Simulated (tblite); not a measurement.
Compound: 2-propylthiophene, C₇H₁₀S.
Atom-mapped SMILES: `[CH3:1][CH2:2][CH2:3][c:4]1[cH:5][cH:6][cH:7][s:8]1` (hydrogens: H9, H10, H11 on C1; H12, H13 on C2; H14, H15 on C3; H16 on C5; H17 on C6; H18 on C7)

Computed with GFN2-xTB (tblite), gas phase: nudged elastic band of 9 images (0 to 8), spring 0.2 eV/Å², climbing image at the end, force threshold 0.05 eV/Å. No saddle search or frequency run followed, so the top image need not be a first-order saddle, and its height can exceed the method's true barrier by a kcal/mol or more.

Path: rotation about C2–C3 (chain CH2 carbon, benzylic-type carbon), followed by the dihedral C1–C2–C3–C4, from -179° to -69°. Start geometry (image 0):
```
atom  x, y, z in Å
C1     -2.989    0.037   -0.377
C2     -1.522    0.425   -0.490
C3     -0.610   -0.610    0.180
C4      0.823   -0.217    0.084
C5      1.789   -0.715   -0.732
C6      3.038   -0.069   -0.581
C7      3.004    0.918    0.347
S8      1.446    1.078    1.059
H9     -3.172   -0.919   -0.863
H10    -3.619    0.788   -0.847
H11    -3.280   -0.050    0.668
H12    -1.361    1.397   -0.018
H13    -1.245    0.517   -1.543
H14    -0.746   -1.581   -0.301
H15    -0.897   -0.705    1.231
H16     1.620   -1.524   -1.420
H17     3.918   -0.333   -1.140
H18     3.794    1.569    0.664
```

The first guess turns that dihedral rigidly in even steps and adds one set of random displacements (0.04 Å standard deviation a coordinate) to every inner image. Energies of the images above image 0 (eV) in the early part of the optimisation:

```csv
iteration,1,2,3,4,5,6,7,8
0,1.317,1.417,1.535,1.630,1.670,1.649,1.594,0.007
10,0.068,0.104,0.140,0.156,0.144,0.111,0.088,0.007
20,0.024,0.061,0.098,0.115,0.104,0.072,0.049,0.007
30,0.020,0.056,0.092,0.110,0.098,0.065,0.042,0.007
```

**Question.** Where does the band end, and how far was the first guess from it?

**Answer.** Final energies, images 1 to 8: 0.015, 0.049, 0.087, 0.106, 0.093, 0.056, 0.029, 0.007 eV. The highest point drops from 1.67 eV (image 5) to 0.106 eV (image 4), by 1.56 eV. Image 4 moved by 0.06 Å rms, its dihedral from -124° to -124°. The end images are fixed. The true force on the top image ends at 0.031 eV/Å, and the largest on any image at 0.04 eV/Å; away from the top, the method drives only the force across the path to zero. The last saved iteration is 50.

The cost below is that of the whole band run. Time: 11 s of wall time; peak memory 0.19 GiB. Hardware: Intel Xeon at 2.50 GHz, one thread, no GPU, shared host with 64 logical CPUs at a one-minute load of 62.
